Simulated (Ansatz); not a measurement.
Compare A (`CNC([SiH3])S`) with its isomer B (`CC(N)([SiH3])S`).

Isolated molecules relaxed with PBE0-D4/def2-TZVP in Ansatz; ΔE leaves out vibrations. CBS: MP2 limit from def2 TZ/QZ plus the TZ coupled-cluster correction, frozen cores. Functionals use def2-TZVPP. B3LYP here is the variant with VWN-RPA as its local correlation; programs differ in this. One conformer a species, not always the lowest.

A:

```xyz
14

C     0.637    1.530    0.938
N     0.527    0.894   -0.360
C    -0.590   -0.026   -0.457
Si   -0.208   -1.715    0.314
S    -1.067   -0.302   -2.179
H    -0.281    2.053    1.252
H     1.456    2.250    0.918
H     0.871    0.785    1.701
H     0.436    1.593   -1.089
H    -1.520    0.376   -0.014
H    -1.456   -2.516    0.376
H     0.800   -2.393   -0.540
H     0.341   -1.583    1.693
H     0.053   -0.947   -2.552
```

B:

```xyz
14

C     0.8933    1.2940    0.1309
C    -0.1383    0.1767    0.1800
N    -0.1838   -0.3716    1.5066
Si    0.2864   -1.1921   -1.0625
S    -1.7253    0.9602   -0.4060
H     0.9778    1.7206   -0.8699
H     0.6165    2.0999    0.8194
H     1.8670    0.9068    0.4380
H    -0.4077    0.3446    2.1902
H    -0.8762   -1.1042    1.5929
H     0.3514   -0.6290   -2.4333
H    -0.7824   -2.2271   -0.9913
H     1.5910   -1.8212   -0.7205
H    -2.4698   -0.1575   -0.3746
```

Which is lower in electronic energy at CCSD(T)/CBS, and by how much? (An estimate is asked.)

The calculation gave: B, by 43.1 kJ/mol.

Give E(B) − E(A) in kJ/mol with B3LYP, r2SCAN-D4, PBE-D4, B3LYP-D4, HF/def2-TZVPP, CCSD(T)/def2-TZVPP, B2PLYP. (An estimate is asked.)

Ansatz gave: B3LYP -35.8, r2SCAN-D4 -44.8, PBE-D4 -41.6, B3LYP-D4 -39.8, HF/def2-TZVPP -32.2, CCSD(T)/def2-TZVPP -42.2, B2PLYP -39.4. None reverses the order clearly.

Largest T1 diagnostic: 0.011.

The D4 term adds −4.0 kJ/mol with B3LYP and −1.9 kJ/mol with PBE0; it sums over pairs of atoms, weighted by their polarisabilities, and B3LYP, whose exchange is more repulsive, gets the larger term. In def2-TZVPP, CCSD(T) changes the Hartree–Fock value by −10.0 kJ/mol (the triples alone add −2.0 kJ/mol) and MP2 by −14.0 kJ/mol.
